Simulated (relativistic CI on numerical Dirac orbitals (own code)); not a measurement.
# Hyperfine structure of Pr43+, mass number 141

Computed by Dirac-Coulomb-Breit CI, separate exchange-only KLI orbitals for each configuration, model QED, unscaled Slater integrals (own radial code, finite nucleus).

CI space (outside the closed core [Ne]): 3s²3p⁴, 3s3p⁵, 3s²3p³3d, 3p⁶, 3s3p⁴3d, 3p⁵3d, 3s3p³3d², 3s²3p²3d4p, 3p⁵4s, 3s3p³3d4s, 3p⁵4p, 3s²3p³4s, 3s²3p²3d², 3s²3p3d³, 3s3p²3d³, 3s²3p3d²4s, 3p⁴3d², 3p³3d³, 3p³3d²4s, 3s²3p²3d4s, 3s3p²3d²4s, 3s²3p3d4s². Double excitations out of closed p, d and f shells are left out; levels of such configurations are missing from the list, as are those of other unlisted configurations, and high levels can miss mixing partners.

Nuclear spin I = 5/2, μ = 4.266 μN, Q = -0.0589 b (tables of Stone and Pyykkö). The electronic factors are computed for point nuclear moments, without core polarisation or the Bohr-Weisskopf and QED corrections.

```tsv
Level	E (eV)	A (GHz)	B (GHz)
3s²3p⁴ ³P2	0.000	161.7	-1.53
3s²3p⁴ ³P1	116.187	-76.35	5.43
3s²3p⁴ ¹D2	123.971	408.8	12.4
3s3p⁵ ³P°2	249.274	769.9	9.52
```

Levels with J = 0, under 50 % of one LS term, or S terms without an open s electron are left out. Small factors come from cancelling terms and can be off by tens of per cent or more.

At this charge energies of transitions that change n are usually good to better than 1 %, and those within a shell (Δn = 0) to a few per cent.

(1) Give the hyperfine levels of 3s²3p⁴ ³P2 relative to its centre of gravity.

Answers

(1) With K = F(F + 1) − I(I + 1) − J(J + 1), E = AK/2 + B[¾K(K + 1) − I(I + 1)J(J + 1)]/[2I(2I − 1)J(2J − 1)]: F = 1/2: -1133, F = 3/2: -889.8, F = 5/2: -484.8, F = 7/2: 81.51, F = 9/2: 808.2 GHz.

LS names give the leading component of a level, which can be under half, so a name can repeat, a term be missing and a line seem to break the LS rules.
